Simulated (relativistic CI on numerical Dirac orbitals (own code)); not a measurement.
**Os3+: 5d valence photoemission**

Computed with this model: Dirac-Coulomb-Breit CI, KLI orbitals optimised for each configuration, model QED, valence Slater integrals scaled by 0.8, multiplet model of photoemission in the sudden approximation; configurations [Xe] 4f14 5d5 → [Xe] 4f14 5d4; 300 K; Lorentzian 0.42 eV and Gaussian 0.5 eV FWHM. Energies are those of the free ion, without screening or charge transfer. The energies are binding energies and can lie tens of eV above those of solids. S is read from ⟨S²⟩ = S(S + 1).

Field parameters in Wybourne normalisation: D3d B²₀ = −7Dσ, B⁴₀ = −14Dq − 21Dτ, B⁴₃ = −14√(10/7) Dq. The field is a parameter set, without covalency.

free ion: ground-state S = 2.40, centroid 41.50 eV. Peaks (eV, height): 41.7 (100).

D3d, 10Dq = 28150, Dσ = -1200, Dτ = 80 cm⁻¹: ground-state S = 0.63, centroid 41.46 eV. Peaks (eV, height): 41.2 (100), 42.5 (33).

Strongest unbroadened transitions for D3d, 10Dq = 28150, Dσ = -1200, Dτ = 80 cm⁻¹:

```tsv
Energy (eV)	Relative strength
40.48	90.4
40.91	51.0
41.04	100.0
41.40	76.0
41.44	37.1
41.48	68.9
42.39	15.4
42.51	32.2
42.66	25.8
42.83	1.2
42.86	0.7
42.89	2.6
42.91	1.8
42.92	0.7
42.93	0.9
43.84	7.6
44.51	1.4
46.76	0.8
```
